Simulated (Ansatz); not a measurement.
**Question.** Name a neutral molecule of Al, C, O, Si and H with LUMO energy (PBE0/def2-TZVPP) between -2.15 and -1.85 eV and LUMO energy (B3LYP/def2-TZVPP) between -2.25 and -1.95 eV (Ansatz, PBE0-D4/def2-TZVP geometry).

**Answer.** `C[SiH]([AlH2])O[SiH3]` (-2.03 eV, -2.22 eV); `[CH2]1O[SiH2][AlH]1` (-1.99 eV, -2.17 eV); `CO[SiH2][AlH2]` (-2.02 eV, -2.21 eV); `O/C=[C](\[AlH2])[SiH3]` (-1.87 eV, -2.08 eV); `[SiH3][SiH]1O[CH2][AlH]1` (-2.03 eV, -2.21 eV). Other molecules can fit too; these were computed, each in one conformer that needn't be the lowest.

B3LYP here is the variant with VWN-RPA as its local correlation; programs differ in this.
